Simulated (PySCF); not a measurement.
C7H10N (doublet state).
Geometry (GFN2-xTB, Å), atoms numbered from 1 in this order:
```
atom  x, y, z in Å
C1     1.6970   -0.7631    1.5678
N2     0.5110   -0.5741    1.8464
C3    -0.6027   -0.4013    0.9685
C4    -0.5976   -1.3423   -0.2612
C5    -0.1486   -0.5109   -1.4726
C6    -0.3958    0.9366   -1.0898
C7     0.6191    1.5569   -0.1827
C8    -0.6540    1.0103    0.3872
H9     2.4437   -0.8440    2.3444
H10   -1.4888   -0.5819    1.5875
H11    0.0558   -2.1960   -0.0856
H12   -1.6103   -1.7139   -0.4205
H13    0.9098   -0.6751   -1.6823
H14   -0.7135   -0.7849   -2.3630
H15   -0.9357    1.5613   -1.7867
H16    0.7451    2.6292   -0.1978
H17    1.5309    1.0078    0.0136
H18   -1.3742    1.6918    0.8151
```

The hyperfine couplings belong to this conformer and change with its torsions.

The species is `[H]/[C]=N/[C@@H]1CC[C@@H]2C[C@@H]21` [radical].

The calculation used PySCF, UKS B3LYP, pcH-1 on C H N, non-relativistic, mean-field spin-orbit, GIAO. Isolated species at its GFN2-xTB geometry (one conformer only). Couplings are sensitive to structure, and on GFN2-xTB geometries they can be far from those on DFT ones. No stability test was run, so a lower SCF solution isn't excluded.

Principal values of hyperfine tensors in MHz (contact and dipolar terms together), for some of the nuclei:

```
atom  isotope      A1      A2      A3
  C1      13C  154.44  159.29  309.75
  C3      13C   38.69   40.44   57.89
  N2      14N   -0.08    2.81   54.48
 H10       1H    6.41    7.82   21.81
 H14       1H    3.17    3.24    5.92
  C7      13C    2.09    2.92    6.40
  C4      13C    0.74    2.19    7.67
  C8      13C   -3.82   -3.67   -1.84
```

**Question.** Give the isotropic coupling of each nucleus in MHz and in mT (g = 2.0014), and the anisotropic part.

**Answer.** a_iso = (A1 + A2 + A3)/3, Ti = Ai − a_iso; 1 mT corresponds to 28.013 MHz.

```
atom  a_iso (MHz)  a_iso (mT)      T1      T2      T3
  C1       207.83       7.419  -53.38  -48.54  101.92
  C3        45.68       1.631   -6.98   -5.23   12.21
  N2        19.07       0.681  -19.15  -16.26   35.41
 H10        12.01       0.429   -5.61   -4.19    9.80
 H14         4.11       0.147   -0.94   -0.87    1.81
  C7         3.80       0.136   -1.71   -0.89    2.60
  C4         3.53       0.126   -2.79   -1.34    4.14
  C8        -3.11      -0.111   -0.71   -0.56    1.27
```

**Question.** What spin density at the nucleus of C8 lies behind its contact coupling (g_N = 1.40482)?

**Answer.** a_FC = (2μ0/3) gₑ μB g_N μN ρ(0)/(2S·h) = 800.24 MHz × g_N × ρ(0)/(2S), with ρ in bohr⁻³. With a_FC = -3.11 MHz and 2S = 1, ρ(0) = -0.002765 bohr⁻³.

**Question.** H9 (1H, g_N = 5.58569) isn't in the table. Its spin density at the nucleus is 0.04819 bohr⁻³. What is its contact coupling?

**Answer.** By the same relation, a_FC = 215.4 MHz. Its full tensor has the principal values 195.64, 206.94, 243.56 MHz.

**Question.** Name the largest traceless tensor T of the table and describe it.

**Answer.** C1: -53.4, -48.5, 101.9 MHz, nearly axial, close to the ratio −1:−1:+2, the form that spin in one p orbital centred on that nucleus gives.

**Question.** In a single crystal, with the field along each principal axis of the tensor of C1 in turn, what first-order splitting does this nucleus give (isotropic g, quadrupole terms neglected)?

**Answer.** 2 lines (I = 1/2), spaced by |A_i|/(g × 13.996): 5.51, 5.69, 11.06 mT along the axes of A1, A2 and A3.
